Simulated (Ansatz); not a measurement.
System: MgH (charge 0, doublet). SMILES: [MgH]
Coordinates optimised at B3LYP-D3(BJ)/def2-TZVP (Ansatz, an electronic-structure program):
```
Mg
H 1 1.7430
```
Charge 0, spin multiplicity 2.

Wanted: atomisation energy (electronic, to ground-state atoms), in kJ/mol. Cores are frozen in the correlated levels unless marked. Open shells are spin-unrestricted. No spin-orbit coupling. Non-relativistic. The coupled-cluster limit lacks core correlation, which all-electron functionals hold. CBS marks a two-point X^-3 extrapolation of the correlation energy; Hartree-Fock from the larger set. The bracket is a focal-point correction in the basis named.

```
level                                                              program  atomisation energy (kJ/mol)
----------------------------------------------------------  --------------  ---------------------------
HF/6-31G                                                            Ansatz                        100.2
HF/def2-QZVPPD                                                      Ansatz                        114.2
B3LYP/def2-TZVPD                                                    Ansatz                        138.7
r2SCANh-D4/def2-TZVPD                                       Ansatz + dftd4                        155.8
SCS-MP2/def2-QZVPPD                                                 Ansatz                        138.6
RI-MP2/CBS(def2-TZVPP,def2-QZVPP)+[CCSD(T)-MP2]/def2-QZVPP          Ansatz                        136.9
CCSD(T)/CBS(def2-TZVPPD,def2-QZVPPD)                                Ansatz                        137.4
```
